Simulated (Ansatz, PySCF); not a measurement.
CH₈FNOSi₂, SMILES O[Si@H](C)[Si@H](N)F. Atoms are numbered in the order given.

```xyz
14

C     -2.4171    -0.6574     0.2140
Si    -1.0319     0.3882    -0.4938
O     -1.2933     2.0352    -0.3118
Si     1.0003    -0.2440     0.4910
N      2.3139     0.4453    -0.3650
F      0.9965    -1.8885     0.4978
H     -2.1858    -1.7232     0.0559
H     -2.5313    -0.4969     1.2976
H     -3.3788    -0.4312    -0.2717
H     -0.9477     0.1720    -1.9702
H     -1.1100     2.4034     0.5568
H      1.1647     0.1484     1.9235
H      3.2547     0.4585     0.0125
H      2.3190     0.4800    -1.3778
```

The structure is a stationary point at PBE0-D3(BJ)/def2-SVP. The structure was generated by enumeration; whether it is a known compound was not checked. Other conformers were not sampled.

Two levels are set side by side: PBE-D3(BJ)/def2-SVP (Ansatz, a program for electronic structure) and PBE0-D3(BJ)/def2-SVP (Ansatz). Each level has its own optimised geometry; the coordinates shown are those of the second. Frequencies come from the Hessian of PySCF at each geometry. Differences are taken from unrounded values.

| quantity | PBE0-D3(BJ) |
|---|---|
| mean bond length (Å) | 1.426 |
| bond C1–Si2 (Å) | 1.874 |
| bond Si2–O3 (Å) | 1.678 |
| bond Si2–Si4 (Å) | 2.345 |
| bond Si4–N5 (Å) | 1.713 |
| bond Si4–F6 (Å) | 1.645 |
| bond C1–H7 (Å) | 1.102 |
| bond C1–H8 (Å) | 1.101 |
| bond C1–H9 (Å) | 1.101 |
| bond Si2–H10 (Å) | 1.494 |
| bond O3–H11 (Å) | 0.961 |
| bond Si4–H12 (Å) | 1.494 |
| bond N5–H13 (Å) | 1.014 |
| bond N5–H14 (Å) | 1.013 |
| highest harmonic wavenumber (cm⁻¹) | 3938 |
| mean harmonic wavenumber (cm⁻¹) | 1200 |
| zero-point energy (kcal/mol) | 61.76 |

Task: What does PBE-D3(BJ) give, and how far is it from PBE0-D3(BJ)? (An estimate is asked for; the answer gives what the named calculation found.)

Result: 
```csv
quantity,PBE-D3(BJ),PBE-D3(BJ) minus PBE0-D3(BJ)
mean bond length (Å),1.439,0.013
bond C1–Si2 (Å),1.879,0.005
bond Si2–O3 (Å),1.695,0.018
bond Si2–Si4 (Å),2.351,0.006
bond Si4–N5 (Å),1.753,0.040
bond Si4–F6 (Å),1.653,0.009
bond C1–H7 (Å),1.109,0.007
bond C1–H8 (Å),1.108,0.007
bond C1–H9 (Å),1.109,0.008
bond Si2–H10 (Å),1.512,0.017
bond O3–H11 (Å),0.982,0.021
bond Si4–H12 (Å),1.504,0.010
bond N5–H13 (Å),1.025,0.011
bond N5–H14 (Å),1.026,0.012
highest harmonic wavenumber (cm⁻¹),3604,-333
mean harmonic wavenumber (cm⁻¹),1173,-27
zero-point energy (kcal/mol),60.37,-1.39
```

GGA bonds tend to be longer and softer than those of functionals with exact exchange. Differences between two approximate levels are no errors against the true value.
